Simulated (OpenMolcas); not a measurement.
**Tm2+ in a ligand field**

Tm2+ with 4 ligands (fluoride) in tetrahedral coordination (Td) at 2.21 Å. A charge of +0.5 e stands 3.2 Å behind each ligand. Ligand basis ANO-RCC-VDZP.

```
Program             : OpenMolcas
Method              : CASSCF
Basis               : ANO-RCC-VDZP [7s6p4d2f1g]
Scalar Hamiltonian  : DKH2, point nucleus
Active space        : 13 electrons in 7 orbitals (4f)
State averaging     : 2S+1 = 2 odd, 7 roots
Spin-orbit coupling : RASSI with atomic mean-field integrals over the reference wave functions
```

The lowest spin-free states (labels of Td), above the lowest:

```
State  Degeneracy  E (cm-1)  Free-ion L (%)
  2A1           1       0.0         F (100)
  2T1           3      71.5         F (100)
  2T2           3      93.4         F (100)
```

The lowest levels with spin-orbit coupling:

```tsv
E (cm-1)	Degeneracy	Label	2S+1	J	|mJ| (%)	g
0.0	2	Γ6	2	3.50	5/2 (75)	3.42 3.42 3.42
35.5	4	Γ8	2	3.51	3/2 (38)	
56.3	2	Γ7	2	3.51	1/2 (58)	2.66 2.66 2.66
8806	2	Γ6	2	2.50	3/2 (83)	1.42 1.42 1.42
8858	4	Γ8	2	2.51	1/2 (50)
```

Powder χT (cm3 K/mol): 1.21 at 2 K, 1.66 at 10 K, 2.46 at 50 K, 2.54 at 100 K, 2.56 at 200 K, 2.56 at 300 K. The effective moment at 300 K is 2.828 √(χT) = 4.53 μB.

Hund's rules give f13 the level 2F7/2 with g = 1.143, so an isolated free-ion multiplet has χT = g² J(J+1) / 8 = 2.571 cm3 K/mol. The computed 2.562 at 300 K differs by 0 %, through the field's splitting, the mixing of terms and any other multiplet in reach.

Stevens parameters of the J = 7/2 multiplet, which is 56 cm-1 wide (cm-1, z along the main axis): B40 = 2.937e-02, B44 = 1.468e-01, B60 = 8.558e-06, B64 = -1.798e-04.

Metal share of the active 4f orbitals (Löwdin): 99, 100, 100, 100, 100, 100, 100 %; Mulliken charge of the metal 1.69.

Without dynamic correlation the ligand-field splitting of an f shell can come out too small, at times by half. No measured value stands beside these numbers; the geometry is a model, was not optimised and need not be the one that this ion takes.
